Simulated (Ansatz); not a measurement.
Ansatz (an electronic-structure program) input (HF/6-31G*):

Ansatz 0.2 input:
```yaml
crystal:
  periodic: [false, false, false]
  atoms:
    - {symbol: C, position_ang: [2.02844014, 0.39606996, 0.07901167]}
    - {symbol: O, position_ang: [0.81583035, -0.46032950, 0.09510666]}
    - {symbol: B, position_ang: [-0.60496326, -0.09277030, -0.02674615]}
    - {symbol: C, position_ang: [-0.90082194, 1.41607974, -0.27959229]}
    - {symbol: C, position_ang: [-1.59011276, -1.29080178, 0.11530255]}
    - {symbol: H, position_ang: [1.79790039, 1.23407511, -0.55063570]}
    - {symbol: H, position_ang: [2.81526977, -0.20619930, -0.33993576]}
    - {symbol: H, position_ang: [2.22876594, 0.68762694, 1.09498183]}
    - {symbol: H, position_ang: [0.99406652, -1.38119180, 0.28656267]}
    - {symbol: H, position_ang: [-0.41620740, 2.06881203, 0.44269162]}
    - {symbol: H, position_ang: [-1.96531199, 1.61147436, -0.24044409]}
    - {symbol: H, position_ang: [-0.55550974, 1.71998313, -1.26747419]}
    - {symbol: H, position_ang: [-1.13923205, -2.27458892, 0.20575971]}
    - {symbol: H, position_ang: [-2.26646183, -1.30982347, -0.73605282]}
    - {symbol: H, position_ang: [-2.22013869, -1.13176814, 0.98909274]}
basis:
  gaussian:
    orbitals: 6-31G*
hamiltonian:
  xc: {name: HF}
total_charge: 1
phonons: {temperatures: {t_min: 298.15, t_max: 298.15, t_step: 100}}
```

Output:

```
Functional definition: HF
integrals: 0.05 GiB planned
1136 factors; integrals over basis functions are off by at most 3.9e-4 eV
mean field: 0.27 GiB planned
mean field evaluation 1: about -5948.5684 eV, gradient 4.3e1 eV
mean field evaluation 2: about -5948.6386 eV, gradient 4.3e1 eV
mean field evaluation 4: about -5952.7996 eV, gradient 4.0e0 eV
mean field evaluation 8: about -5952.8462 eV, gradient 1.4e-4 eV
mean field -5952.84615995 eV, -218.7630613940 hartree, gradient 1.2e-5 eV, S^2 0.000000; 0 other end points of the search recorded, 0 dependent functions left out
the calculation of the forces begins
reference -5952.84615995 eV, -218.7630613940 hartree; 20, 20 occupied and 75, 75 virtual orbitals, 1136 factors
these checks for a lower state are left out or cut short: stability, starts, cluster_reference, orbital_swaps, neighbouring_geometries, increment
integrals: 0.05 GiB planned
1136 factors; integrals over basis functions are off by at most 3.9e-4 eV
mean field: 0.27 GiB planned
mean field evaluation 16: about -5952.8460 eV, gradient 1.1e-6 eV
mean field -5952.84601160 eV, -218.7630559424 hartree, gradient 1.3e-6 eV, S^2 0.000000; 0 other end points of the search recorded, 0 dependent functions left out
the calculation of the forces begins
reference -5952.84601160 eV, -218.7630559424 hartree; 20, 20 occupied and 75, 75 virtual orbitals, 1136 factors
these checks for a lower state are left out or cut short: stability, starts, cluster_reference, orbital_swaps, neighbouring_geometries, increment
integrals: 0.05 GiB planned
1136 factors; integrals over basis functions are off by at most 3.9e-4 eV
mean field: 0.27 GiB planned
mean field -5952.84600043 eV, -218.7630555320 hartree, gradient 1.8e-6 eV, S^2 0.000000; 0 other end points of the search recorded, 0 dependent functions left out
the calculation of the forces begins
reference -5952.84600043 eV, -218.7630555320 hartree; 20, 20 occupied and 75, 75 virtual orbitals, 1136 factors
these checks for a lower state are left out or cut short: stability, starts, cluster_reference, orbital_swaps, neighbouring_geometries, increment
integrals: 0.05 GiB planned
1136 factors; integrals over basis functions are off by at most 3.9e-4 eV
mean field: 0.27 GiB planned
mean field -5952.84597081 eV, -218.7630544433 hartree, gradient 1.1e-6 eV, S^2 0.000000; 0 other end points of the search recorded, 0 dependent functions left out
the calculation of the forces begins
reference -5952.84597081 eV, -218.7630544433 hartree; 20, 20 occupied and 75, 75 virtual orbitals, 1136 factors
these checks for a lower state are left out or cut short: stability, starts, cluster_reference, orbital_swaps, neighbouring_geometries, increment
integrals: 0.05 GiB planned
1136 factors; integrals over basis functions are off by at most 3.9e-4 eV
mean field: 0.27 GiB planned
mean field evaluation 32: about -5952.8460 eV, gradient 6.3e-5 eV
mean field -5952.84596101 eV, -218.7630540831 hartree, gradient 1.1e-6 eV, S^2 0.000000; 0 other end points of the search recorded, 0 dependent functions left out
the calculation of the forces begins
reference -5952.84596101 eV, -218.7630540831 hartree; 20, 20 occupied and 75, 75 virtual orbitals, 1136 factors
these checks for a lower state are left out or cut short: stability, starts, cluster_reference, orbital_swaps, neighbouring_geometries, increment
integrals: 0.05 GiB planned
1136 factors; integrals over basis functions are off by at most 3.9e-4 eV
mean field: 0.27 GiB planned
mean field -5952.84593925 eV, -218.7630532836 hartree, gradient 1.0e-6 eV, S^2 0.000000; 0 other end points of the search recorded, 0 dependent functions left out
the calculation of the forces begins
reference -5952.84593925 eV, -218.7630532836 hartree; 20, 20 occupied and 75, 75 virtual orbitals, 1136 factors
these checks for a lower state are left out or cut short: stability, starts, cluster_reference, orbital_swaps, neighbouring_geometries, increment
integrals: 0.05 GiB planned
1136 factors; integrals over basis functions are off by at most 3.9e-4 eV
mean field: 0.27 GiB planned
mean field -5952.84594163 eV, -218.7630533710 hartree, gradient 1.0e-6 eV, S^2 0.000000; 0 other end points of the search recorded, 0 dependent functions left out
the calculation of the forces begins
reference -5952.84594163 eV, -218.7630533710 hartree; 20, 20 occupied and 75, 75 virtual orbitals, 1136 factors
these checks for a lower state are left out or cut short: stability, starts, cluster_reference, orbital_swaps, neighbouring_geometries, increment
integrals: 0.05 GiB planned
1136 factors; integrals over basis functions are off by at most 3.9e-4 eV
mean field: 0.27 GiB planned
mean field -5952.84600290 eV, -218.7630556226 hartree, gradient 2.3e-6 eV, S^2 0.000000; 0 other end points of the search recorded, 0 dependent functions left out
[...]
mean field -5952.84610631 eV, -218.7630594227 hartree, gradient 2.0e-6 eV, S^2 0.000000; 0 other end points of the search recorded, 0 dependent functions left out
the calculation of the forces begins
reference -5952.84610631 eV, -218.7630594227 hartree; 20, 20 occupied and 75, 75 virtual orbitals, 1136 factors
these checks for a lower state are left out or cut short: stability, starts, cluster_reference, orbital_swaps, neighbouring_geometries, increment
integrals: 0.05 GiB planned
1136 factors; integrals over basis functions are off by at most 3.9e-4 eV
mean field: 0.27 GiB planned
mean field -5952.84610775 eV, -218.7630594760 hartree, gradient 1.9e-6 eV, S^2 0.000000; 0 other end points of the search recorded, 0 dependent functions left out
the calculation of the forces begins
reference -5952.84610775 eV, -218.7630594760 hartree; 20, 20 occupied and 75, 75 virtual orbitals, 1136 factors
these checks for a lower state are left out or cut short: stability, starts, cluster_reference, orbital_swaps, neighbouring_geometries, increment
integrals: 0.05 GiB planned
1136 factors; integrals over basis functions are off by at most 3.9e-4 eV
mean field: 0.27 GiB planned
mean field -5952.84614376 eV, -218.7630607991 hartree, gradient 2.4e-6 eV, S^2 0.000000; 0 other end points of the search recorded, 0 dependent functions left out
the calculation of the forces begins
reference -5952.84614376 eV, -218.7630607991 hartree; 20, 20 occupied and 75, 75 virtual orbitals, 1136 factors
these checks for a lower state are left out or cut short: stability, starts, cluster_reference, orbital_swaps, neighbouring_geometries, increment
integrals: 0.05 GiB planned
1136 factors; integrals over basis functions are off by at most 3.9e-4 eV
mean field: 0.27 GiB planned
mean field -5952.84614475 eV, -218.7630608356 hartree, gradient 2.3e-6 eV, S^2 0.000000; 0 other end points of the search recorded, 0 dependent functions left out
the calculation of the forces begins
reference -5952.84614475 eV, -218.7630608356 hartree; 20, 20 occupied and 75, 75 virtual orbitals, 1136 factors
these checks for a lower state are left out or cut short: stability, starts, cluster_reference, orbital_swaps, neighbouring_geometries, increment
integrals: 0.05 GiB planned
1136 factors; integrals over basis functions are off by at most 3.9e-4 eV
mean field: 0.27 GiB planned
mean field -5952.84608473 eV, -218.7630586297 hartree, gradient 1.9e-6 eV, S^2 0.000000; 0 other end points of the search recorded, 0 dependent functions left out
the calculation of the forces begins
reference -5952.84608473 eV, -218.7630586297 hartree; 20, 20 occupied and 75, 75 virtual orbitals, 1136 factors
these checks for a lower state are left out or cut short: stability, starts, cluster_reference, orbital_swaps, neighbouring_geometries, increment
integrals: 0.05 GiB planned
1136 factors; integrals over basis functions are off by at most 3.9e-4 eV
mean field: 0.27 GiB planned
mean field evaluation 512: about -5952.8461 eV, gradient 1.6e-5 eV
mean field -5952.84608586 eV, -218.7630586715 hartree, gradient 1.8e-6 eV, S^2 0.000000; 0 other end points of the search recorded, 0 dependent functions left out
the calculation of the forces begins
reference -5952.84608586 eV, -218.7630586715 hartree; 20, 20 occupied and 75, 75 virtual orbitals, 1136 factors
these checks for a lower state are left out or cut short: stability, starts, cluster_reference, orbital_swaps, neighbouring_geometries, increment
integrals: 0.05 GiB planned
1136 factors; integrals over basis functions are off by at most 3.9e-4 eV
mean field: 0.27 GiB planned
mean field -5952.84611200 eV, -218.7630596321 hartree, gradient 1.9e-6 eV, S^2 0.000000; 0 other end points of the search recorded, 0 dependent functions left out
the calculation of the forces begins
reference -5952.84611200 eV, -218.7630596321 hartree; 20, 20 occupied and 75, 75 virtual orbitals, 1136 factors
these checks for a lower state are left out or cut short: stability, starts, cluster_reference, orbital_swaps, neighbouring_geometries, increment
integrals: 0.05 GiB planned
1136 factors; integrals over basis functions are off by at most 3.9e-4 eV
mean field: 0.27 GiB planned
mean field -5952.84611296 eV, -218.7630596673 hartree, gradient 1.8e-6 eV, S^2 0.000000; 0 other end points of the search recorded, 0 dependent functions left out
the calculation of the forces begins
reference -5952.84611296 eV, -218.7630596673 hartree; 20, 20 occupied and 75, 75 virtual orbitals, 1136 factors
these checks for a lower state are left out or cut short: stability, starts, cluster_reference, orbital_swaps, neighbouring_geometries, increment
integrals: 0.05 GiB planned
1136 factors; integrals over basis functions are off by at most 3.9e-4 eV
mean field: 0.27 GiB planned
mean field -5952.84614349 eV, -218.7630607892 hartree, gradient 2.8e-6 eV, S^2 0.000000; 0 other end points of the search recorded, 0 dependent functions left out
the calculation of the forces begins
reference -5952.84614349 eV, -218.7630607892 hartree; 20, 20 occupied and 75, 75 virtual orbitals, 1136 factors
these checks for a lower state are left out or cut short: stability, starts, cluster_reference, orbital_swaps, neighbouring_geometries, increment
integrals: 0.05 GiB planned
1136 factors; integrals over basis functions are off by at most 3.9e-4 eV
mean field: 0.27 GiB planned
mean field -5952.84614205 eV, -218.7630607364 hartree, gradient 3.0e-6 eV, S^2 0.000000; 0 other end points of the search recorded, 0 dependent functions left out
the calculation of the forces begins
reference -5952.84614205 eV, -218.7630607364 hartree; 20, 20 occupied and 75, 75 virtual orbitals, 1136 factors
these checks for a lower state are left out or cut short: stability, starts, cluster_reference, orbital_swaps, neighbouring_geometries, increment
integrals: 0.05 GiB planned
1136 factors; integrals over basis functions are off by at most 3.9e-4 eV
mean field: 0.27 GiB planned
mean field evaluation 544: about -5952.8461 eV, gradient 1.6e-6 eV
mean field -5952.84608391 eV, -218.7630585998 hartree, gradient 1.8e-6 eV, S^2 0.000000; 0 other end points of the search recorded, 0 dependent functions left out
the calculation of the forces begins
reference -5952.84608391 eV, -218.7630585998 hartree; 20, 20 occupied and 75, 75 virtual orbitals, 1136 factors
these checks for a lower state are left out or cut short: stability, starts, cluster_reference, orbital_swaps, neighbouring_geometries, increment
integrals: 0.05 GiB planned
1136 factors; integrals over basis functions are off by at most 3.9e-4 eV
mean field: 0.27 GiB planned
mean field -5952.84608183 eV, -218.7630585233 hartree, gradient 1.9e-6 eV, S^2 0.000000; 0 other end points of the search recorded, 0 dependent functions left out
the calculation of the forces begins
reference -5952.84608183 eV, -218.7630585233 hartree; 20, 20 occupied and 75, 75 virtual orbitals, 1136 factors
Total energy: -5952.84615995 eV, -218.7630613940 hartree
Atom 0 at     2.028440     0.396070     0.079012 Å, force     0.002216     0.001992    -0.000271 eV/Å
Atom 1 at     0.815830    -0.460330     0.095107 Å, force    -0.000767    -0.000939     0.000023 eV/Å
Atom 2 at    -0.604963    -0.092770    -0.026746 Å, force    -0.000116    -0.000041    -0.000565 eV/Å
Atom 3 at    -0.900822     1.416080    -0.279592 Å, force    -0.000047     0.000537     0.000611 eV/Å
Atom 4 at    -1.590113    -1.290802     0.115303 Å, force     0.000180    -0.000185    -0.000321 eV/Å
Atom 5 at     1.797900     1.234075    -0.550636 Å, force     0.000192    -0.001162     0.000789 eV/Å
Atom 6 at     2.815270    -0.206199    -0.339936 Å, force    -0.000925     0.000537     0.000440 eV/Å
Atom 7 at     2.228766     0.687627     1.094982 Å, force    -0.000435    -0.000530    -0.001018 eV/Å
Atom 8 at     0.994067    -1.381192     0.286563 Å, force     0.000129    -0.000057     0.000147 eV/Å
Atom 9 at    -0.416207     2.068812     0.442692 Å, force    -0.000039     0.000066     0.000002 eV/Å
Atom 10 at    -1.965312     1.611474    -0.240444 Å, force    -0.000097    -0.000010     0.000033 eV/Å
Atom 11 at    -0.555510     1.719983    -1.267474 Å, force     0.000107    -0.000253    -0.000163 eV/Å
Atom 12 at    -1.139232    -2.274589     0.205760 Å, force     0.000048    -0.000051     0.000111 eV/Å
Atom 13 at    -2.266462    -1.309823    -0.736053 Å, force    -0.000266    -0.000199    -0.000147 eV/Å
Atom 14 at    -2.220139    -1.131768     0.989093 Å, force    -0.000179     0.000296     0.000327 eV/Å
Dipole moment:     0.683536    -0.213105     0.088480 e Å
Vibrations: 49.25 72.66 121.16 153.35 246.16 317.72 401.84 449.59 530.21 671.05 802.91 881.77 909.86 961.29 1045.99 1163.96 1217.22 1271.99 1338.87 1505.83 1516.86 1563.31 1582.49 1594.54 1603.25 1604.75 1615.60 1624.33 1632.79 3186.31 3189.45 3244.17 3249.50 3266.72 3298.69 3300.17 3417.65 3442.46 3979.66 cm⁻¹, zero-point energy 3.845082 eV
```

The blocks after the first are displaced geometries, from whose forces the wavenumbers follow.

The dipole moment of an ion depends on the origin.
